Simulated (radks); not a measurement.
Values are calculated unless marked as measured or tabulated.
In20+, 29 electrons, occupied as [Ar] 3d10 4s1.

Level of theory: Dirac Kohn-Sham, PBE, spin-unpolarised, spherical densities, finite nucleus; Fermi nuclear charge, rms radius 4.6156 fm (a radial shooting solver on a logarithmic mesh with Libxc functionals).

Energy parts (eV):
part                       energy
total                 -155495.270
kinetic                163574.038
electron-nucleus      -359930.130
Hartree                 44696.785
exchange-correlation    -3835.964

Orbitals (lengths in bohr, moments of r in powers of bohr; r(90%) holds 90 % of the orbital's charge):
| orbital | occ. | eigenvalue (eV) | <r^2> | <r^4> | r(90%) | <1/r> | small-component weight |
|---|---|---|---|---|---|---|---|
| 1s1/2 | 2 | -28315.60 | 0.001194 | 3.716e-06 | 0.0534 | 51.86 | 3.23e-02 |
| 2s1/2 | 2 | -4718.545 | 0.01935 | 0.0006455 | 0.198 | 12.02 | 6.84e-03 |
| 2p1/2 | 2 | -4441.320 | 0.01440 | 0.0004168 | 0.177 | 12.00 | 6.86e-03 |
| 2p3/2 | 4 | -4229.717 | 0.01570 | 0.0004864 | 0.184 | 11.21 | 6.56e-03 |
| 3s1/2 | 2 | -1325.759 | 0.1350 | 0.02755 | 0.505 | 4.290 | 2.01e-03 |
| 3p1/2 | 2 | -1213.926 | 0.1292 | 0.02644 | 0.501 | 4.203 | 1.96e-03 |
| 3p3/2 | 4 | -1174.430 | 0.1372 | 0.02965 | 0.516 | 4.012 | 1.88e-03 |
| 3d3/2 | 4 | -978.2995 | 0.1160 | 0.02422 | 0.492 | 3.867 | 1.77e-03 |
| 3d5/2 | 6 | -970.0391 | 0.1183 | 0.02509 | 0.496 | 3.818 | 1.75e-03 |
| 4s1/2 | 1 | -580.6281 | 0.5999 | 0.5011 | 1.04 | 1.955 | 7.50e-04 |

The highest occupied level is 4s1/2 at -580.63 eV. The electron density at the nucleus is 1.747e+05 e/bohr^3. Summed over all electrons, <r^2> = 2.984 bohr^2, which gives a Langevin (diamagnetic) susceptibility term of -2.36 x 10^-6 cm^3/mol.
